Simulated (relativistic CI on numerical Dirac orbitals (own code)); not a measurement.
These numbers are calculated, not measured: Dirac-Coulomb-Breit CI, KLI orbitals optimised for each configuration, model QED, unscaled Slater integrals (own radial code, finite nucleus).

The strongest absorption lines from the ground level of an ion, among the configurations computed and to levels below about 3470 eV (vacuum wavelength in nm, gf): 0.38571 (0.012), 0.39185 (0.0093), 0.40561 (0.42), 0.41132 (0.046), 0.41487 (1.4), 0.43387 (0.051), 4.4463 (0.13).

(1) Which ion is it?
A. Rh³⁹⁺
B. Mo³⁴⁺
C. Mo³⁶⁺
D. Cd⁴²⁺

Answers

(1) C. Mo³⁶⁺ has 6 electrons and the ground level 2s²2p² ³P0; the strongest line goes to 2s²2p3d ³D°1. The pattern of lines fixes the number of electrons, and along that sequence the line energies rise steadily with the charge (about as its square where n changes within one kind of shell, about linearly where n is kept but much faster in heavy ions where fine structure, which grows about as Z⁴, sets the gap, and irregularly where shells cross), which fixes Z. Configurations outside the model, such as inner-shell arrays, can give stronger lines. At this charge energies of transitions that change n are usually good to better than 1 %, and those within a shell (Δn = 0) to a few per cent.

LS names give the leading component of a level, which can be under half, so a name can repeat, a term be missing and a line seem to break the LS rules.
